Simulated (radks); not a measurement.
Q: The mean radii <r> (bohr) of the occupied orbitals of an atom or ion are listed with their occupations. Method: non-relativistic Kohn-Sham, LDA (Slater exchange, Perdew-Wang correlation), spin-unpolarised, spherical densities, point nucleus; computed with a radial shooting solver on a logarithmic mesh with Libxc functionals.

| orbital | occ. | <r> |
|---|---|---|
| 1s | 2 | 0.01993 |
| 2s | 2 | 0.08290 |
| 2p | 6 | 0.07000 |
| 3s | 2 | 0.1938 |
| 3p | 1 | 0.1825 |

Name the element and its charge.

A: Z = 76, osmium, charge +63: Os63+ in [Ne] 3s2 3p1. The 1s radius gives Z: for a bare nucleus <r> = 1.5/Z, 0.01974 bohr for Z = 76, and screening makes it slightly larger (0.01993 here). The occupations add up to 13, and the charge is Z minus that.
